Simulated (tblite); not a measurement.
C3H10FOSi2 (doublet state).
Bonds: C1–C2, C2–C3, C2–Si4, Si4–O5, O5–Si6, Si6–F7. Hydrogens: H8, H9, H10 on C1; H11 on C2; H12, H13, H14 on C3; H15, H16 on Si4; H17 on Si6.

Structure optimised with GFN2-xTB, isolated species. This method treats the open shell by occupation alone, without spin polarisation.

What internal coordinates does the optimisation give?

```csv
bond,length (pm),order
"C1–C2, C2–C3",152.7,single
C2–Si4,190.2,single
Si4–O5,163.1,single
O5–Si6,160.9,single
Si6–F7,161.9,single
C1–H8 and 5 like bonds,108.9,single
C2–H11,109.6,single
"Si4–H15, Si4–H16",146.3,single
Si6–H17,144.7,single
```

Bonds in one row agree within 1 pm and their mean is given. Orders are formal, as drawn. A selection of angles:
```csv
angle,degrees
C2–C1–H8,110.7
H8–C1–H9,108.3
C1–C2–C3,110.2
C1–C2–Si4,112.1
C1–C2–H11,107.5
C3–C2–Si4,110.3
Si4–C2–H11,109.0
C2–Si4–O5,106.2
C2–Si4–H15,112.3
O5–Si4–H15,107.2
H15–Si4–H16,111.6
Si4–O5–Si6,149.7
O5–Si6–F7,107.0
O5–Si6–H17,110.5
F7–Si6–H17,104.6
```

Dihedral angles: C1–C2–Si4–O5 59° (synclinal); C2–Si4–O5–Si6 175° (antiperiplanar); Si4–O5–Si6–F7 20° (synperiplanar). The mirror-image conformer, all signs reversed, is as good.

Si4 (silicon bonded to C, O and 2 H) is tetrahedral (angles from 106.2° to 112.3°). Si6 (silicon bonded to F, O and H) is pyramidal (angles 110.5°, 107.0° and 104.6°, sum 322.1°, 0.57 Å off the plane of its three neighbours). The O–Si distances run from 1.609 Å (O5–Si6, drawn single) to 1.631 Å (Si4–O5, drawn single), a spread of 0.022 Å.

Point group: C1 (no symmetry element, even within 0.4 Å). Its lowest GFN2-xTB frequency is 13 cm⁻¹, too small to tell a flat minimum from a shallow saddle. 3 starts were optimised and ended at 0.00, 0.10 and 0.63 kcal/mol (GFN2-xTB); the lowest of these is shown.

These are computed values.
